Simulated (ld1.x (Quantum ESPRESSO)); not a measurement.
Transferability test, TM semilocal potential for lutetium (Lu)

ld1.x (Quantum ESPRESSO) 7.5 input, shortened:

```
&input
   title='Lu', zed=71., rel=1, dft='PZ', iswitch=3,
   config='[Xe] 4f14 5d0 6s0 6p0'
 /
 &inputp
   pseudotype=1, tm=.true., lloc=3,
   nlcc=.false.
 /
4
6S  1  0   0.00   0.00  2.75  2.75  0.0
5P  2  1   6.00   0.00  1.40  1.40  0.0
5D  3  2   0.00   0.00  1.85  1.85  0.0
4F  4  3  14.00   0.00  0.75  0.75  0.0
 &test
   configts(1)='4f14 5p6 5d0 6s0 6p0'
 /
```

Energies are relative to the spin-unpolarised reference configuration 4f14 5p6 5d0 6s0 6p0; without spin polarisation the order of configurations can differ from experiment. Spin-polarised rows fill each open shell by Hund’s rule, majority spin first.

Problem. Give the all-electron excitation energy and the error of the potential for: 4f14 5p6 5d1 6s2 6p0; 4f14 5p6 5d1 6s1 6p0; 4f14 5p6 5d1 6s0 6p0; 4f14 5p6 5d0 6s2 6p1; 4f13 5p6 5d0 6s0 6p0; 4f14 5p6 5d1 6s0 6p1; 4f13 5p6 5d2 6s2 6p0; 4f14 5p6 5d1 6s2 6p0 (spin-polarised); 4f14 5p6 5d1 6s1 6p0 (spin-polarised).

Solution.

| valence configuration | charge | ΔE all-electron (eV) | error AE − PS (meV) |
| --- | --- | --- | --- |
| 4f14 5p6 5d1 6s2 6p0 | 0 | -41.365 | +123 |
| 4f14 5p6 5d1 6s1 6p0 | +1 | -33.784 | +72 |
| 4f14 5p6 5d1 6s0 6p0 | +2 | -20.212 | +11 |
| 4f14 5p6 5d0 6s2 6p1 | 0 | -40.278 | +96 |
| 4f13 5p6 5d0 6s0 6p0 | +4 | 47.086 | -214 |
| 4f14 5p6 5d1 6s0 6p1 | +1 | -29.411 | +36 |
| 4f13 5p6 5d2 6s2 6p0 | 0 | -30.428 | -426 |
| 4f14 5p6 5d1 6s2 6p0 (spin-polarised) | 0 | -41.466 | +127 |
| 4f14 5p6 5d1 6s1 6p0 (spin-polarised) | +1 | -34.329 | +99 |
